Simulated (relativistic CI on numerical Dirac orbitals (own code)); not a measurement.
# Cr¹⁴⁺: sensitivity of the levels to the model

Base calculation: Dirac-Coulomb-Breit CI, separate exchange-only KLI orbitals for each configuration, model QED (radiative potential, 1s self-energy scaled to tabulated hydrogen-like ionisation energies), unscaled Slater integrals.

Configuration list (outside the closed core 1s2): 2s2 2p6, 2s2 2p5 3s, 2s2 2p5 3p, 2s2 2p5 3d, 2s 2p6 3s, 2s 2p6 3p, 2s 2p6 3d, 2s2 2p5 4s, 2s2 2p5 4p, 2s2 2p5 4d, 2s2 2p5 4f, 2s2 2p5 5s, 2s2 2p4 3s2, 2s2 2p5 5p, 2s2 2p5 5d, 2s2 2p5 5f, 2s 2p6 4s, 2s2 2p5 5g, 2s2 2p4 3s 3p, 2s 2p6 4p, 2s 2p6 4d, 2s 2p6 4f, 2s2 2p4 3p2, 2s2 2p4 3s 3d, 2s2 2p4 3p 3d, 2s 2p5 3s2, 2s 2p6 5s, 2s 2p5 3s 3p, 2s2 2p4 3d2, 2s 2p6 5p, 2s 2p6 5d, 2s 2p6 5f, 2s 2p6 5g, 2s 2p5 3p2, 2s 2p5 3s 3d, 2s 2p5 3p 3d. Levels of other configurations are missing.

Variants: (1) Breit term removed; (2) QED terms removed. Shifts of the energy above 2s2 2p6 1S_0, in eV, for the lowest level and the first level of each name with at least 55 % of one term (blank where a level changes its place among those of its configuration and J or its character, or is not in the variant):

```tsv
Level	Base	Δ(1)	Δ(2)
2s2 2p6 1S_0	0.000	0.000	0.000
2s2 2p5 3s 3P°_2	583.535	+0.378	-0.075
2s2 2p5 3s 3P°_0	592.254	+0.611	-0.096
2s2 2p5 3p 3S_1	609.833	+0.355	-0.007
2s2 2p5 3p 3D_2	613.409	+0.330	-0.006
2s2 2p5 3p 3D_3	614.243	+0.394	-0.010
2s2 2p5 3p 3P_2	616.858	+0.359	-0.011
2s2 2p5 3p 3P_0	620.950	+0.436	-0.019
2s2 2p5 3p 3D_1	621.734	+0.580	-0.027
2s2 2p5 3p 3P_1	624.084	+0.582	-0.030
2s2 2p5 3p 1S_0	638.560	+0.441	-0.019
2s2 2p5 3d 3P°_0	650.756	+0.351	-0.007
2s2 2p5 3d 3P°_1	651.506	+0.408	-0.008
2s2 2p5 3d 3P°_2	652.970	+0.454	-0.010
2s2 2p5 3d 3F°_4	653.188	+0.473	-0.010
2s2 2p5 3d 3F°_3	653.954	+0.450	-0.009
2s2 2p5 3d 3D°_3	656.341	+0.444	-0.010
2s2 2p5 3d 3D°_1	660.039	+0.477	-0.015
2s2 2p5 3d 1P°_1	670.894	+0.661	-0.023
2s 2p6 3s 3S_1	703.418	+0.342	+0.216
2s 2p6 3s 1S_0	709.195	+0.327	+0.222
2s 2p6 3p 3P°_0	732.560	+0.260	+0.286
```

At this charge energies of transitions that change n are usually good to better than 1 %, and those within a shell (Δn = 0) to a few per cent.

Ionisation energy from the two ground configurations alone: base 1009.52 eV; Breit term removed 1010 eV. The NIST ASD value (semi-empirical) is 1011.6 eV.

LS names give the leading component of a level, which can be under half, so a name can repeat, a term be missing and a line seem to break the LS rules.
